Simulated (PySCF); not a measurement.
# Working out the ionisation energy of Mg(2+)

Mg(2+) [Ne] (1S) → Mg(3+) [He] 2s2 2p5 (2P). All numbers are calculated (PySCF 2.14, scalar relativity by spin-free X2C-1e, in jorge-DZP-DKH (7s4p1d, 24 functions)). Frozen: [He] 2s2. Energies in hartree (1 hartree = 27.21139 eV):

```csv
part,Mg(2+) (lower),Mg(3+) (upper)
UHF,-199.129260,-196.227681
CCSD correlation,-0.032479,-0.013519
(T),-0.000609,-0.000146
```

Problem. What does Hartree-Fock give?

Solution. (-196.227681) − (-199.129260) = 2.901579 hartree = 78.956 eV.

Problem. What do CCSD and CCSD(T) give?

Solution. The CCSD correlation energies differ by 0.018960 hartree = 0.516 eV and the triples by 0.000463 hartree = 0.013 eV, so CCSD gives 79.472 eV and CCSD(T) 79.485 eV.

Reference: 80.144 eV (measured; NIST Atomic Spectra Database, ionization energies), between the lowest levels; spin-orbit coupling is absent from the calculation.

A double-zeta basis recovers only part of the correlation energy.

What remains against the reference includes basis incompleteness, the frozen core and higher excitations.
